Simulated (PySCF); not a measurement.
Symmetry of computed structures. Method used: PySCF 2.14.0, PBE0-D3(BJ)/def2-SVP geometry optimisation, gas phase. The symmetry is that of the one conformer found, every atom within 0.08 Å of its image; none is proved a minimum here.

Task: What symmetry has `[CH:1]#[C:2][CH2:3][CH2:4][F:5]` with C2–C3–C4–F5 -179°?

Result: Cs; near-prolate asymmetric top; symmetry number 1; 2 operations, which sort the 10 atoms into 8 sets; dipole 1.12 D, in the ab plane, which is the mirror; heavy atoms equivalent by symmetry: none.

Task: Point group, rotor type and polarity of `[CH3:1][CH:2]([CH3:3])[c:4]1[cH:5][cH:6][cH:7][s:8]1` with C1–C2–C4–C5 116°?

Result: Cs; asymmetric top; symmetry number 1; 2 operations, which sort the 18 atoms into 14 sets; dipole 0.66 D, in the ab plane, which is the mirror; heavy atoms equivalent by symmetry: C1/C3.

Task: Point group, rotor type and polarity of `[F:1][PbH2:2][PH2:3]` with F1–Pb2–P3–H -48° and 45°?

Result: Cs; asymmetric top; symmetry number 1; 2 operations, which sort the 7 atoms into 5 sets; dipole 2.57 D, in the ab plane, which is the mirror; A, B, C = 6915, 2322, 1822 MHz; heavy atoms equivalent by symmetry: none.

Task: What symmetry has `[F:1][C:2]1=[CH:3][CH2:4][CH2:5]1`?

Result: Cs; asymmetric top; symmetry number 1; 2 operations, which sort the 10 atoms into 8 sets; dipole 1.33 D, in the ab plane, which is the mirror; heavy atoms equivalent by symmetry: none.

Task: `[F:1][C:2]([F:3])([Br:4])[Br:5]`: symmetry, top, dipole?

Result: C2v; asymmetric top; symmetry number 2; 4 operations, which sort the 5 atoms into 3 sets; dipole 0.40 D, along b, the twofold axis; heavy atoms equivalent by symmetry: F1/F3, Br4/Br5.
